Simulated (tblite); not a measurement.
C5H12GeSSi.
Geometry (GFN2-xTB, Å), atoms numbered from 1 in this order:
```xyz
20
C5H12GeSSi angstrom
C     -3.5930   -0.2787    0.1229
S     -2.6393   -0.9524   -1.2670
C     -0.9413   -0.3377   -0.9429
C     -0.8580    1.1749   -1.0551
Si    -0.2288   -1.0391    0.6904
C      1.5536   -0.5402    0.6842
C      2.7131   -0.1892    0.6629
Ge     4.5265    0.3516    0.6188
H     -3.4730    0.7994    0.1663
H     -4.6305   -0.5220   -0.0839
H     -3.2823   -0.7415    1.0550
H     -0.3941   -0.7810   -1.7795
H     -1.3726    1.6616   -0.2283
H      0.1864    1.4828   -1.0284
H     -1.3006    1.5186   -1.9890
H     -0.3794   -2.4940    0.7017
H     -0.8716   -0.4061    1.8494
H      5.3111   -0.6401   -0.1712
H      4.6190    1.6955   -0.0220
H      5.0497    0.4223    2.0127
```

Level: GFN2-xTB in tblite, geometry and Hessian alike; calculated harmonic values, unscaled, isolated species. Errors from tens to a few hundred cm⁻¹ against measured bands are possible. Modes of hydrogen on germanium and silicon can be 10 to 20 % off. One conformer, not necessarily the lowest. The optimisation stopped once no atom felt more than 0.01 eV/Å.

Lowest wavenumbers of the output (negative numbers stand for imaginary wavenumbers):
```
mode    cm-1
  1     -24.1
  2      18.5
  3      36.3
  4      43.7
  5     112.0
  6     141.0
  7     151.0
  8     156.5
```

Question: Is this structure a minimum?

Answer: Not by this Hessian. 1 mode is imaginary beyond 20i (24i cm⁻¹), so at this level the point lies at or near a first-order saddle. The curvature is small, so loose convergence or finite differences may be the whole cause.

Question: Which atoms move in the imaginary mode?

Answer: 24i: H20 (Ge–H hydrogen) 33 %, H18 (Ge–H hydrogen) 32 %, H19 (Ge–H hydrogen) 32 %. These are shares of the mass-weighted motion.

Question: What is the remedy?

Answer: Step along that mode in both directions, optimise again with tighter thresholds and repeat the frequencies. The zero-point energy of this point (88.2 kcal/mol) counts the 53 real modes alone, and thermal corrections from it aren't those of a minimum.
